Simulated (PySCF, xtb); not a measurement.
In(H)(Et)(OH) (C2H7InO), SMILES [InH]([CH2]C)[OH].

GFN2-xTB run with xtb 6.7.1 at its own geometry gives an orbital gap of 3.61 eV and a dipole moment of 3.67 D.

Geometry optimised at B3LYP-D3(BJ)/def2-SVP. The structure was generated by enumeration; whether it is a known compound was not checked. The def2 effective core potentials stand for the cores of In; spin–orbit coupling is left out. One conformer was computed; it need not be the lowest.

**Question.** What does PBE/def2-TZVP run with PySCF give? (The exact figures need the calculation; the answer reports its results.)

**Answer.** gap 4.30 eV (levels -6.12 and -1.83 eV), dipole 2.73 D.
